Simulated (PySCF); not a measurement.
Identify the unknown among the candidates.

All candidates are C2H5F3SSi.

| technique | computed result |
| --- | --- |
| NMR, other nuclei | isotropic shieldings of nuclei other than C and H, by class: 252 (3 F), 397 (1 Si), 699 (1 S) ppm [GIAO PBE0/pcSseg-1] |
| Dipole | 1.84 D [B3LYP/def2-SVPD] |
| Rotational structure | rotational constants A, B, C: 3.100, 1.135, 0.997 GHz [GFN2-xTB] |
| Triplet | lowest triplet excitation (Tamm–Dancoff): 5.18 eV [TDA B3LYP/def2-SVPD] |
| 13C NMR | chemical shifts (computed TMS as zero) by class: 134.9 (1 C), 39.0 (1 C) ppm [GIAO PBE0/pcSseg-1] |
| UV, first state | lowest singlet excitation: 5.65 eV (220 nm, f = 0.011) [TDDFT B3LYP/def2-SVPD] |
| Polarisability | 75.3 au [B3LYP/def2-SVPD] |

Electronic properties: PySCF, gas phase, density fitting. Levels stand in brackets. One conformer (not necessarily the lowest) at the GFN2-xTB geometry, without solvent, vibrations or thermal averaging. Each NMR value is the plain mean over a class of atoms that symmetry, rotation or inversion makes alike.

Question: Which candidate is it?
A. `FC(F)(F)CS[SiH3]`
B. `FC(F)[C@@H](F)[SiH2]S`
C. `CSC[Si](F)(F)F`

Answer: A. It is `FC(F)(F)CS[SiH3]`. Numbering: `[F:1][C:2]([F:3])([F:4])[CH2:5][S:6][SiH3:7]`. Its formula, C2H5F3SSi, gives 0 degrees of unsaturation, so no ring and no π bond. 2 carbons fall into 2 classes; from least to most shielded: CF3 carbon [C2] (134.9 ppm), sp3 carbon bound to sulfur [C5] (39.0 ppm). The other shieldings belong to: 252 ppm, fluorine of a CF3 group [F1/F3/F4]; 397 ppm, SiH3 silicon [Si7]; 699 ppm, sulfur bonded to C and Si [S6]. S1 is mainly HOMO→LUMO (weight 0.85); the largest Löwdin shares of the orbital it empties are 0.71 on the sulfur bonded to C and Si, 0.09 on the sp3 carbon bound to sulfur and 0.09 on the SiH3 silicon, of the orbital it fills 0.38 on the SiH3 silicon, 0.22 on the sulfur bonded to C and Si and 0.10 on each of 2 atoms of one kind (Si–H hydrogen). The optimised geometry has point group C1 and is an asymmetric top.

The others, at the same levels:
- `CSC[Si](F)(F)F` fails: its computed 13C shifts are 22.9 (1 C), 18.0 (1 C) ppm, lowest singlet excitation is 5.12 eV (242 nm, f = 0.006) (against 5.65 eV) and lowest triplet excitation (Tamm–Dancoff) is 4.62 eV (against 5.18 eV).
- `FC(F)[C@@H](F)[SiH2]S` fails: its computed 13C shifts are 123.6 (1 C), 96.1 (1 C) ppm, lowest singlet excitation is 5.91 eV (210 nm, f = 0.021) (against 5.65 eV) and lowest triplet excitation (Tamm–Dancoff) is 5.51 eV (against 5.18 eV).

Each candidate is one conformer, not necessarily the lowest. Dipoles, sizes and rotational constants follow the conformer. The torsions of the flexible species, by atom-mapped SMILES:
- `[F:1][C:2]([F:3])([F:4])[CH2:5][S:6][SiH3:7]`: F1–C2–C5–S6 70°, C2–C5–S6–Si7 -68°
- `[CH3:1][S:2][CH2:3][Si:4]([F:5])([F:6])[F:7]`: C1–S2–C3–Si4 76°, S2–C3–Si4–F5 -156°
- `[F:1][CH:2]([F:3])[C@@H:4]([F:5])[SiH2:6][SH:7]`: F1–C2–C4–F5 -87°, C2–C4–Si6–S7 173°, H–S7–Si6–C4 40°
